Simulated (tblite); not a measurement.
Cl6OSi2, charge -1, doublet, geometry from GFN2-xTB (a state made from the parent by changing its charge; the spin is typed, not shown lowest); GFN1-xTB in tblite.

tblite was given this input:
```
$ tblite run mol.xyz --method gfn1 --charge -1 --spin 1 --json tblite.json --no-restart

# file mol.xyz
9

Cl     2.22041104    -0.82455864    -1.75637947
Si     1.70166371     0.64662268    -0.15723942
Cl     2.14624419    -0.59876932     1.42168049
Cl     1.27138841     2.44754238     1.08927576
O      0.05184612     0.41925439    -0.44469902
Si    -1.34614187    -0.24917263    -0.17374730
Cl    -2.63108543     0.59108060    -1.48908314
Cl    -2.01087974     0.10192726     1.69759586
Cl    -1.31325931    -2.24183026    -0.48124211
```

Output, abridged:

```
xTB calculator
 | screened Coulomb repulsion
 | Coulomb electrostatics
 |  * isotropic Klopman-Ohno-Mataga-Nishimoto electrostatics
 |  * onsite third-order electrostatics
 | DFT-D3(BJ) dispersion correction

halogen bonding energy    0.0000000000000E+00 Eh
repulsion energy          9.4111467533225E-02 Eh
dispersion energy        -8.8283055841010E-03 Eh
number of electrons       5.7000000000000E+01 e
integral cutoff           2.8146159136829E+01 bohr

------------------------------------------------------------
  cycle        total energy    energy error   density error
------------------------------------------------------------
      1     -34.53240315626  -3.4617686E+01   5.4214305E-01
      2     -34.63405153472  -1.0164838E-01   3.1088045E-01
      3     -34.63156121804   2.4903167E-03   7.1442723E-02
      4     -34.63460609816  -3.0448801E-03   2.2572632E-02
      5     -34.63658559561  -1.9794974E-03   5.1791764E-03
      6     -34.63655316287   3.2432736E-05   4.3719230E-03
      7     -34.63662429757  -7.1134694E-05   2.0993507E-04
      8     -34.63662431213  -1.4564101E-08   1.1324073E-04
      9     -34.63662434194  -2.9808163E-08   1.9237196E-05
------------------------------------------------------------

electronic energy        -3.4721907503888E+01 Eh
total energy             -3.4636624341939E+01 Eh

Post processing:
 | Mayer-Wiberg bond orders

[Info] JSON dump of results written to 'tblite.json'
```
